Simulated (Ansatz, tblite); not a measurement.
Forces on `CCC(F)CC(F)CC(F)CC(C)F` at its r2SCAN-D4/def2-SVP geometry. Total charge 0; singlet.

The xTB rows come from tblite.

GFN2-xTB (tblite), largest force 0.99 eV/Å:

```xyz
32
positions Å, forces eV/Å
C     3.569    0.203    3.105   -0.052   -0.050    0.466
C     3.595    0.193    1.581    0.449    0.290   -0.185
C     2.353   -0.414    0.953   -0.093   -0.446   -0.097
F     2.576   -0.523   -0.425   -0.004   -0.051    0.357
C     1.081    0.391    1.144   -0.094    0.863    0.475
C    -0.115   -0.267    0.484    0.048   -0.583   -0.240
F    -0.335   -1.501    1.118    0.067    0.350   -0.237
C    -1.390    0.546    0.561    0.007    0.759    0.180
C    -2.615   -0.208    0.061   -0.141   -0.060    0.189
F    -3.713    0.630    0.215    0.220   -0.313    0.055
C    -2.548   -0.687   -1.385   -0.215   -0.749   -0.213
C    -2.028    0.324   -2.395    0.195    0.440    0.137
C    -2.206   -0.118   -3.830   -0.151   -0.282   -0.569
F    -2.701    1.533   -2.215    0.282   -0.260   -0.124
H     2.773    0.852    3.503    0.305   -0.236   -0.246
H     4.524    0.571    3.511   -0.332   -0.132   -0.251
H     3.406   -0.810    3.509    0.062    0.388   -0.243
H     4.456   -0.395    1.220   -0.224    0.142    0.195
H     3.724    1.215    1.183   -0.070   -0.282    0.225
H     2.193   -1.441    1.333    0.087    0.164   -0.237
H     1.225    1.398    0.713   -0.090   -0.343    0.087
H     0.868    0.515    2.219    0.153   -0.109   -0.334
H     0.144   -0.502   -0.564   -0.117   -0.136    0.252
H    -1.278    1.472   -0.027    0.001   -0.289    0.190
H    -1.577    0.848    1.606    0.039   -0.134   -0.284
H    -2.785   -1.085    0.710   -0.163    0.208   -0.073
H    -1.913   -1.589   -1.432   -0.181    0.349    0.034
H    -3.568   -0.999   -1.670    0.262    0.176    0.063
H    -0.957    0.535   -2.203   -0.282    0.118   -0.048
H    -3.272   -0.296   -4.043    0.402    0.088    0.067
H    -1.836    0.657   -4.517   -0.154   -0.266    0.276
H    -1.650   -1.048   -4.022   -0.213    0.388    0.133
```

r2SCAN-D4/def2-TZVP (Ansatz), largest force 0.55 eV/Å:

```
C -0.038 -0.008 0.289
C 0.207 0.103 -0.246
C -0.116 -0.175 0.447
F 0.071 -0.035 -0.217
C -0.037 0.262 0.151
C 0.124 0.191 -0.381
F -0.021 -0.173 0.094
C -0.049 0.297 0.133
C 0.341 -0.426 0.092
F -0.219 0.119 0.073
C -0.173 -0.194 -0.098
C 0.396 -0.264 0.012
C -0.071 -0.036 -0.226
F -0.086 0.206 -0.040
H 0.212 -0.169 -0.119
H -0.242 -0.097 -0.125
H 0.041 0.260 -0.110
H -0.204 0.140 0.119
H -0.040 -0.242 0.121
H 0.084 0.236 -0.139
H -0.040 -0.238 0.094
H 0.067 -0.039 -0.258
H -0.120 -0.007 0.279
H 0.018 -0.232 0.141
H 0.055 -0.090 -0.243
H -0.025 0.242 -0.161
H -0.143 0.236 0.015
H 0.251 0.069 0.051
H -0.293 -0.002 -0.047
H 0.268 0.037 0.058
H -0.086 -0.203 0.178
H -0.133 0.232 0.064
```

PBE0-D4/def2-TZVP (Ansatz), largest force 0.36 eV/Å:

```
C -0.036 -0.015 0.164
C 0.120 0.066 -0.183
C -0.067 -0.128 0.133
F 0.018 -0.021 0.158
C -0.042 0.184 0.096
C 0.065 -0.060 -0.169
F 0.045 0.157 -0.087
C -0.045 0.202 0.098
C 0.139 -0.193 0.073
F 0.072 -0.128 0.055
C -0.145 -0.112 -0.066
C 0.179 -0.018 0.055
C -0.056 -0.016 -0.120
F 0.124 -0.113 -0.115
H 0.216 -0.176 -0.121
H -0.249 -0.098 -0.130
H 0.045 0.273 -0.111
H -0.225 0.158 0.132
H -0.038 -0.271 0.140
H 0.095 0.292 -0.161
H -0.051 -0.273 0.112
H 0.083 -0.036 -0.291
H -0.135 0.011 0.333
H 0.020 -0.261 0.165
H 0.060 -0.097 -0.281
H -0.015 0.285 -0.200
H -0.167 0.267 0.017
H 0.286 0.075 0.061
H -0.350 -0.019 -0.060
H 0.283 0.037 0.053
H -0.090 -0.212 0.183
H -0.139 0.242 0.064
```
